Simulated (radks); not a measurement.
Cu4+, 25 electrons, occupied as [Ar] 3d7.

All-electron calculation, scalar-relativistic Kohn-Sham, r2SCAN, spin-unpolarised, spherical densities, finite nucleus; meta-GGA in the generalised Kohn-Sham scheme; Fermi nuclear charge, rms radius 3.8823 fm. Program: a radial shooting solver on a logarithmic mesh with Libxc functionals.

Energy parts (hartree):
total: -1650.38073
kinetic: 1675.18204
electron-nucleus: -3909.75833
Hartree: 649.83085
exchange-correlation: -65.63529

Orbitals (lengths in bohr, moments of r in powers of bohr; r(90%) holds 90 % of the orbital's charge):
orbital,occ.,eigenvalue (hartree),<r>,<1/r>,<r^4>,r(90%)
1s,2,-328.9074,0.05214,29.15,0.00003449,0.0932
2s,2,-42.09982,0.2348,6.345,0.007374,0.363
2p,6,-36.63211,0.2064,6.210,0.005525,0.337
3s,2,-6.90631,0.6985,2.031,0.5022,1.04
3p,6,-5.26179,0.7256,1.890,0.6463,1.11
3d,7,-2.61491,0.8029,1.594,1.387,1.33

The highest occupied level is 3d at -71.155 eV. The electron density at the nucleus is 2.239e+04 e/bohr^3 (large components only). For comparison, the ionisation energy in NIST's Atomic Spectra Database is 80 eV (semi-empirical). In exact Kohn-Sham theory the highest level is minus the ionisation energy, but local and semilocal functionals leave it too shallow, through self-interaction and a potential that decays too fast; potentials with the right tail come closer. The density falls to 0.001 e/bohr^3 at r = 2.42 bohr.

Beside tabulated values, note that spin-unpolarised runs miss the spin-polarisation part of the exchange energy of open shells.
